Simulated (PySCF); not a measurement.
# ZnF⁻: frontier orbitals

PBE0 at R = 1.940 Å; basis Zn aug-cc-pVDZ-PP with ECP10, F aug-cc-pVDZ; scalar-relativistic core potentials; PySCF 2.14. State: ¹Σ⁺ (singlet), closed shell. Only the outer orbitals are listed, counted within each symmetry, core potentials removing the inner ones.

| orbital | occ. | ε (eV) | on Zn (%) | main shells (%) |
| --- | --- | --- | --- | --- |
| 6σ | 2 | -4.38 | 27 | 73 F p, 14 Zn s, 11 Zn d |
| 3π | 2 | -3.55 | 4 | 96 F p |
| 3π | 2 | -3.55 | 4 | 96 F p |
| 7σ | 2 | -0.17 | 94 | 84 Zn s, 9 Zn p |
| 4π | 0 | 3.21 | 102 | 102 Zn p |
| 4π | 0 | 3.21 | 102 | 102 Zn p |
| 8σ | 0 | 3.40 | 95 | 90 Zn p |

Question: Which are the highest filled and the lowest empty level, where do they sit, and how wide is the gap?

Answer: Highest filled 7σ at -0.17 eV (in %: 84 Zn s, 9 Zn p); lowest empty 4π at 3.21 eV (in %: 102 Zn p); the gap at PBE0 is 3.38 eV. An empty level above zero is unbound, and its energy depends on the basis.

| Quantity | Value |
| --- | --- |
| bond order (Mayer) | 0.28 |
| ⟨S²⟩ | 0.000 |
| charge on Zn (Mulliken, basis-dependent) | -0.29 |
| charge on Zn (Löwdin, basis-dependent) | -0.26 |
| dipole moment (positive dipole points towards F; it is taken about the centre of mass and depends on that origin) | -0.46 D |
| polarisability along the bond | 103.8 bohr³ |
| polarisability across the bond | 108.1 bohr³ |

Shares are Mulliken populations and can fall outside 0 to 100 %.
